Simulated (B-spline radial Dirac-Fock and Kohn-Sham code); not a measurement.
What relativity does to the binding energies of Pd⁸⁺

System: Pd⁸⁺, [Kr] 4d2.

Both columns are ΔSCF binding energies of the configuration average from a radial atomic solver: non-relativistic Hartree-Fock with a point nucleus, and Dirac-Fock with a finite nucleus and the Coulomb interaction alone, averaged over the two j levels with weights 2j+1.

```tsv
shell	Hartree-Fock (eV)	Dirac-Fock (eV)	shift (eV)	shift (%)
1s	23862.5	24587.3	+724.87	+3.04
2s	3609.5	3783.7	+174.16	+4.83
2p	3349.9	3398.2	+48.30	+1.44
3s	800.9	836.0	+35.05	+4.38
3p	696.3	706.3	+9.96	+1.43
3d	504.1	498.4	-5.64	-1.12
4s	233.1	240.1	+7.00	+3.00
4p	195.0	196.7	+1.69	+0.87
4d	139.9	138.8	-1.07	-0.77
```

Relativity binds 1s, 2s, 2p, 3s, 3p, 4s, 4p more strongly, among those listed most of all 2s in relative terms, and 3d, 4d more weakly, because the contracted s and p shells screen the nucleus better.

Values without a named source are computed, but for edge energies of neutral atoms, which are taken from tables.
